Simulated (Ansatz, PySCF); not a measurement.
Breaking a bond: SMILES BO (H3BO). The B1–O4 bond (B1 also carries H, H; O4 carries H) is stretched with both fragments frozen at the PBE0/def2-TZVP optimised geometry. Each curve is given relative to its own lowest point near equilibrium.

```tsv
R / Å	A	B	C
1.09	2.641	2.703	2.744
1.13	1.726	1.750	1.800
1.21	0.589	0.576	0.621
1.27	0.171	0.155	0.184
1.33	0.010	0.004	0.012
1.35	0.000	0.000	0.000
1.39	0.031	0.045	0.029
1.43	0.118	0.150	0.116
1.46	0.212	0.259	0.212
1.57	0.705	0.813	0.719
1.68	1.324	1.503	1.361
1.80	2.042	2.304	2.111
2.05	3.469	3.916	3.607
2.19	4.171	4.729	4.343
2.43	5.190	5.954	5.394
2.67	5.992	6.982	6.187
2.95	6.704	7.974	—
3.28	7.308	8.916	—
3.66	7.782	9.760	—
4.07	8.119	10.431	—
4.73	8.438	11.105	—
```

Energies in eV.

Task: Match the curves with the methods CCSD on RHF/cc-pVTZ, frozen core run with Ansatz (an electronic-structure program); restricted Hartree-Fock/6-31G*, spherical d (PySCF); Ansatz with restricted B3LYP/cc-pVTZ.

Result: A is RKS-B3LYP; B is RHF/6-31G*; C is RCCSD.

Dashes: no converged value, or the column stops at the first point that the program doubted or that broke a chosen test of continuity, which isn't proof of a fault.

The T1 diagnostic of CCSD on the restricted reference of RCCSD exceeds 0.045 at 2.67 to 4.73 Å. The restricted form behind RHF/6-31G*, RKS-B3LYP keeps the bonding electrons paired and can't separate into open-shell fragments.
